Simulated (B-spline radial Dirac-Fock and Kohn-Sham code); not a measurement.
The computed values come from a B-spline atomic structure program: Dirac-Fock ΔSCF + Breit + QED. Free neutral atoms.

Task: Order these X-ray lines by photon energy, lowest first.
A. Gd Lβ15
B. Dy Lη
C. Sb Lβ7
D. Ce Lβ1
E. In Lγ5
F. La Lγ5

Result: E (3808.4 eV), C (4125.7 eV), D (5262.2 eV), F (5609.6 eV), B (6531.3 eV), A (7091.0 eV).
